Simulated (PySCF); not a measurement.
Computed IR spectrum (relative IR intensity) of a molecule C2H9FOSi2. Geometry optimised at PBE-D3(BJ)/def2-SVP. One conformer was computed; it need not be the lowest. Level of theory: PBE-D3(BJ)/def2-SVP (PySCF). Frequencies are harmonic and unscaled.

Lines under 2 % of the strongest are left out, and lines within 2 cm⁻¹ are merged.

```csv
ν (cm⁻¹),relative intensity
188,2.4
240,16
272,4.9
316,32
369,11
612,5.8
663,23
736,88
762,15
795,31
820,5.3
865,56
902,100
909,22
916,22
924,48
948,6.3
980,30
1029,15
1095,19
1217,3.0
1421,2.8
1429,4.0
2150,44
2159,30
2176,62
2186,43
2960,12
3045,10
3765,37
```

Problem. Which molecule gave these data?
A. CCO[Si@H](F)[SiH3]
B. C[C@H]([SiH3])[Si@H](O)F
C. C[C@H](O)[SiH2][SiH2]F
D. O[C@@H]([SiH3])[SiH2]CF

Solution. B, C[C@H]([SiH3])[Si@H](O)F
